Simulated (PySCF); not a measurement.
## How methods differ on the ionisation energy of Ti+

Ti+ [Ar] 3d2 4s1 (4F) → Ti(2+) [Ar] 3d2 (3F), as a difference of total energies. Calculation: PySCF 2.14, in x2c-QZVPPall with one added diffuse shell each of s, p, d, f, g type (12s8p6d4f3g, 121 functions); the spin-free X2C one-electron Hamiltonian (Gaussian nucleus). Correlated levels: valence: [Ar] frozen; valence and next inner shell: [Ne] frozen. The calculations carry no spin-orbit coupling.

```csv
method,ionisation energy (eV)
UHF,12.938
LDA,14.204
PBE,14.015
PBE0,13.790
r2SCAN,13.830
M06,13.245
PBEsol,13.949
LC-wPBE,13.526
MP2 (valence),13.123
SCS-MP2 (valence),13.000
MP2 (valence and next inner shell),13.562
SCS-MP2 (valence and next inner shell),13.387
```

Problem. How much does correlation contribute at MP2 (valence and next inner shell)?

Solution. 13.562 − (12.938) = 0.624 eV, measured against UHF.

Errors of the correlated levels include the incompleteness of this basis and the frozen core.

For comparison: 13.575 eV (measured; NIST Atomic Spectra Database, ionization energies).
